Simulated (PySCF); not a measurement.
C3H9Ga, triplet, geometry from GFN2-xTB (such geometries of metal compounds can be far from the true shape) (a higher spin typed on purpose: for a closed-shell molecule this is an excited state).

Here is a job for PySCF.
```python
from pyscf import gto, scf

mol = gto.Mole()
mol.atom = '''
    Ga   -0.292040    0.332484    0.325080
    C    -0.812222   -1.791253   -0.372642
    H    -0.101498   -2.123809   -1.118283
    H    -1.785972   -1.586213   -0.808096
    H    -0.878857   -2.469021    0.469292
    C     0.080373    1.489137   -1.436293
    H     0.580763    0.842654   -2.160142
    H     0.727524    2.341576   -1.223313
    H    -0.843394    1.862415   -1.881186
    C     1.655189   -0.781882    0.809378
    H     2.222460    0.041712    1.233297
    H     2.091655   -1.133473   -0.117062
    H     1.500505   -1.578868    1.525357
'''
mol.basis = 'sto-3g'
mol.charge = 0
mol.spin = 2
mol.verbose = 4
mol.build()

mf = scf.UHF(mol)
mf.kernel()
```

Task: What does this run give for the Mulliken (on the basis functions themselves) charges in atom order, number of basis functions, <S^2>, HOMO energy, dipole moment, total energy?

Result: 
```yaml
Mulliken (on the basis functions themselves) charges in atom order: Ga1 0.15, C2 -0.22, H3 0.06, H4 0.05, H5 0.06, C6 -0.24, H7 0.06, H8 0.06, H9 0.06, C10 -0.22, H11 0.05, H12 0.06, H13 0.06
number_of_basis_functions: 42
"<S^2>": 2.054
HOMO energy: -7.15 eV
dipole_moment: 0.46 D
total_energy: -2018.3793 Eh
```

These values belong to the state on which the SCF converged, which isn't shown to be the lowest.
